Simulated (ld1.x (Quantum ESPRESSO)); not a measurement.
# Reading a pseudo-wave (C (Z = 6))

Columns: radius, all-electron u(r) and pseudo u(r) of the 2p shell (level -5.29 eV) of carbon in the configuration [He] 2s2 2p2; PBE, non-relativistic, PAW scheme, ld1.x (Quantum ESPRESSO) 7.5.

```json
{"r (bohr)": "0.143", "all-electron": "0.0859", "pseudo": "0.0094"}
{"r (bohr)": "0.285", "all-electron": "0.2380", "pseudo": "0.0366"}
{"r (bohr)": "0.428", "all-electron": "0.3857", "pseudo": "0.0799"}
{"r (bohr)": "0.570", "all-electron": "0.5048", "pseudo": "0.1358"}
{"r (bohr)": "0.713", "all-electron": "0.5944", "pseudo": "0.2009"}
{"r (bohr)": "0.855", "all-electron": "0.6557", "pseudo": "0.2700"}
{"r (bohr)": "0.998", "all-electron": "0.6920", "pseudo": "0.3392"}
{"r (bohr)": "1.140", "all-electron": "0.7075", "pseudo": "0.4034"}
{"r (bohr)": "1.283", "all-electron": "0.7068", "pseudo": "0.4596"}
{"r (bohr)": "1.425", "all-electron": "0.6943", "pseudo": "0.5041"}
{"r (bohr)": "1.568", "all-electron": "0.6731", "pseudo": "0.5358"}
{"r (bohr)": "1.710", "all-electron": "0.6463", "pseudo": "0.5536"}
{"r (bohr)": "1.853", "all-electron": "0.6156", "pseudo": "0.5581"}
{"r (bohr)": "1.995", "all-electron": "0.5829", "pseudo": "0.5507"}
{"r (bohr)": "2.138", "all-electron": "0.5491", "pseudo": "0.5334"}
{"r (bohr)": "2.280", "all-electron": "0.5154", "pseudo": "0.5092"}
{"r (bohr)": "2.423", "all-electron": "0.4820", "pseudo": "0.4803"}
{"r (bohr)": "2.565", "all-electron": "0.4499", "pseudo": "0.4497"}
{"r (bohr)": "2.708", "all-electron": "0.4187", "pseudo": "0.4188"}
{"r (bohr)": "2.850", "all-electron": "0.3893", "pseudo": "0.3893"}
{"r (bohr)": "2.992", "all-electron": "0.3614", "pseudo": "0.3614"}
{"r (bohr)": "3.135", "all-electron": "0.3349", "pseudo": "0.3349"}
{"r (bohr)": "3.278", "all-electron": "0.3101", "pseudo": "0.3101"}
{"r (bohr)": "3.420", "all-electron": "0.2870", "pseudo": "0.2870"}
{"r (bohr)": "3.563", "all-electron": "0.2653", "pseudo": "0.2653"}
{"r (bohr)": "3.705", "all-electron": "0.2452", "pseudo": "0.2452"}
```

Q: How many radial nodes do the two functions have?

A: The all-electron 2p function has n − l − 1 = 0; the pseudo-wave has 0.

Q: At about which radius was the pseudo-wave matched?

A: 2.85 bohr. The columns agree to 0.0005 from 2.56 bohr on; several derivatives are matched, so the curves merge somewhat inside the radius.

Q: Where does each function peak?

A: Outermost all-electron maximum near 1.14 bohr, pseudo maximum near 1.85 bohr (to the table’s step).

Q: Is the pseudo-wave norm-conserving?

A: No, it belongs to a PAW set: the norm inside the radius is not constrained, and the difference is carried by the augmentation charge.
